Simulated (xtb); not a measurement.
H₃As, charge -1, doublet, at the geometry of the source list (a state made from the parent by changing its charge; the spin is typed, not shown lowest). Base run: xtb 6.7.1 with GFN0-xTB.

xtb was given this input:
```
$ xtb mol.xyz --gfn 0 --chrg -1 --uhf 1 --json

# file mol.xyz
4

As     0.00400000    -0.00260000     0.65880000
H     -0.72090000    -0.97200000    -0.22550000
H     -0.48990000     1.11570000    -0.20830000
H      1.20680000    -0.14110000    -0.22500000
```

Variants of this job, named by their change:

```json
[
 {"change": "base", "ΔE vs base (kcal/mol)": "0.000"},
 {"change": "acc = 0.1", "ΔE vs base (kcal/mol)": "0.000"},
 {"change": "etemp = 5000", "ΔE vs base (kcal/mol)": "-12.95"}
]
```
